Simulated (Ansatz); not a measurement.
Job for Ansatz (a program for electronic structure): U-PBE/def2-TZVPP on BrHZn (SMILES [ZnH][Br]), a point of a bond scan (R = 5.193 Å).

Ansatz 0.2 input:
```yaml
crystal:
  periodic: [false, false, false]
  atoms:
    - {symbol: Zn, position_ang: [-0.00000000, -0.00000000, -1.17426818]}
    - {symbol: H, position_ang: [-0.00000000, -0.00000000, -2.69787527]}
    - {symbol: Br, position_ang: [0.00000000, 0.00000000, 4.01882341]}
basis:
  gaussian:
    orbitals: def2-TZVPP
hamiltonian:
  xc: {name: PBE}
magnetization: {spin_polarized: true, initial_magnetization: 0}
```

The log:

```
WARN ansatz: RAYON_NUM_THREADS=1 ignored (pool sized by the plan → 1); use --threads N
Functional definition: PBE
integrals: 0.04 GiB planned
934 factors; their error is unknown
mean field: 0.38 GiB planned
mean field evaluation 1: about -118454.9537 eV, gradient 4.2e1 eV
mean field evaluation 2: about -118232.0419 eV, gradient 1.3e2 eV
mean field evaluation 4: about -118446.4108 eV, gradient 2.8e1 eV
mean field evaluation 8: about -118461.9912 eV, gradient 1.2e-1 eV
mean field evaluation 16: about -118462.0390 eV, gradient 8.2e-1 eV
mean field evaluation 32: about -118462.1746 eV, gradient 1.9e-5 eV
mean field evaluation 64: about -118448.5747 eV, gradient 2.2e1 eV
mean field evaluation 96: about -118461.9552 eV, gradient 1.4e-5 eV
mean field evaluation 128: about -118461.9595 eV, gradient 7.2e-1 eV
mean field evaluation 160: about -118448.1073 eV, gradient 2.0e1 eV
mean field -118462.17460415 eV, -4353.4046201567 hartree, gradient 1.0e-6 eV, S^2 0.617857; 15 other end points of the search recorded, 0 dependent functions left out
reference -118462.17464899 eV, -4353.4046218043 hartree; 33, 33 occupied and 93, 93 virtual orbitals, 934 factors
Total energy: -118462.17464899 eV, -4353.4046218043 hartree
```

The calculation finished and met its thresholds. Its determinant has ⟨S²⟩ = 0.62, a mixture of spin states.

Cost: about 50 core-seconds (a rough figure).
